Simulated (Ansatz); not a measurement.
Computed with Ansatz on PBE0-D4/def2-TZVP structures; ΔE is electronic, products minus reactants. CBS: MP2 limit from def2 TZ/QZ plus the TZ coupled-cluster correction, frozen cores. This one scheme is used for every species. DFT in def2-TZVPP. Elements past krypton have def2 core potentials. For Zr outer-core shells are correlated without core-valence functions, which leaves a few kJ/mol of doubt a bond. One conformer a species, not always the lowest.

Consider the ligand exchange at a Zr–O bond: `[OH][Zr]([OH])([OH])[SH]` + H₂S → `[OH][Zr]([OH])([SH])[SH]` + H₂O.

CCSD(T)/CBS gives +5.9 kcal/mol.

Task: Another level gave +6.4 kcal/mol. Which?
A. RPA@PBE/def2-TZVPP
B. CAM-B3LYP/def2-TZVPP
C. ωB97X-V/def2-TZVPP
D. PBE-QIDH/def2-TZVPP

Result: A. RPA@PBE/def2-TZVPP 6.4, PBE-QIDH 5.5, CAM-B3LYP 10.2, ωB97X-V 8.4 kcal/mol.

Task: What do rigid-rotor, harmonic-oscillator terms from PBE0-D4/def2-TZVP frequencies (298.15 K, 1 bar) make of the CCSD(T)/CBS value? (Estimate.)

Result: Ansatz gave: ΔZPE = +2.1 kcal/mol, ΔH = +7.8 kcal/mol, ΔS = -25 J/(mol·K), ΔG = +9.6 kcal/mol.

Largest T1 diagnostic among the species: 0.017.

At CCSD(T), def2-SVP lies +4.9 kcal/mol from the extrapolated value and def2-TZVPP +0.4 kcal/mol. The D4 term adds −1.2 kcal/mol with B3LYP and −0.7 kcal/mol with PBE0; it sums over pairs of atoms, weighted by their polarisabilities, and B3LYP, whose exchange is more repulsive, gets the larger term.

B3LYP here is the variant with VWN-RPA as its local correlation; programs differ in this.
